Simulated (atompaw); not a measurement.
# Reading a pseudo-wave (Al)

Columns: radius, all-electron u(r) and pseudo u(r) of the 3s shell (level -14.81 eV) of aluminium in the configuration [Ne] 3s2 3p0; PBE, scalar-relativistic, PAW (atompaw) scheme, atompaw 4.2.0.5.

| r (bohr) | all-electron | pseudo |
| --- | --- | --- |
| 0.085 | 0.1496 | 0.0035 |
| 0.169 | -0.0175 | 0.0085 |
| 0.254 | -0.1900 | 0.0164 |
| 0.338 | -0.2904 | 0.0284 |
| 0.423 | -0.3188 | 0.0456 |
| 0.508 | -0.2908 | 0.0686 |
| 0.592 | -0.2263 | 0.0975 |
| 0.677 | -0.1392 | 0.1330 |
| 0.762 | -0.0415 | 0.1742 |
| 0.846 | 0.0577 | 0.2199 |
| 0.931 | 0.1554 | 0.2703 |
| 1.015 | 0.2462 | 0.3227 |
| 1.100 | 0.3302 | 0.3771 |
| 1.185 | 0.4052 | 0.4311 |
| 1.269 | 0.4702 | 0.4826 |
| 1.354 | 0.5267 | 0.5315 |
| 1.438 | 0.5738 | 0.5751 |
| 1.523 | 0.6132 | 0.6134 |
| 1.608 | 0.6450 | 0.6450 |
| 1.692 | 0.6694 | 0.6694 |
| 1.777 | 0.6875 | 0.6875 |
| 1.862 | 0.6996 | 0.6996 |
| 1.946 | 0.7059 | 0.7059 |
| 2.031 | 0.7074 | 0.7074 |
| 2.115 | 0.7045 | 0.7045 |
| 2.200 | 0.6976 | 0.6976 |

Q: How many radial nodes do the two functions have?

A: The all-electron 3s function has n − l − 1 = 2; the pseudo-wave has 0, since the states of the same l below it are removed with the core.

Q: At about which radius was the pseudo-wave matched?

A: 1.60 bohr, where the columns begin to agree (steps of 0.08 bohr).

Q: Where does each function peak?

A: Outermost all-electron maximum near 2.03 bohr, pseudo maximum near 2.03 bohr (to the table’s step).

Q: Is the pseudo-wave norm-conserving?

A: No, it belongs to a PAW set: the norm inside the radius is not constrained, and the difference is carried by the augmentation charge.
